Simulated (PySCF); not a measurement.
In(H)(Br)(OH), SMILES [OH][InH][Br] (PBE0/def2-SVP optimised geometry):

```
5

In    -0.655    -0.491     0.000
H     -1.707    -1.840     0.001
Br    -1.493     1.840     0.000
O      1.335    -0.491     0.000
H      1.707    -1.381    -0.002
```

Level of theory: PySCF with PBE0/def2-TZVP, def2 effective core potentials past Kr.

Question: What are the frontier orbital energies and the dipole moment?

Answer: HOMO-2 -8.92 eV, HOMO-1 -8.33 eV, HOMO -8.14 eV, LUMO -1.59 eV, LUMO+1 -1.58 eV; dipole moment 3.53 D.

On the same geometry PBE/def2-TZVP, def2 effective core potentials past Kr (PySCF 2.14.0) gives HOMO-2 -7.38 eV, HOMO-1 -6.99 eV, HOMO -6.87 eV, LUMO -2.46 eV, LUMO+1 -2.28 eV; dipole moment 3.32 D.
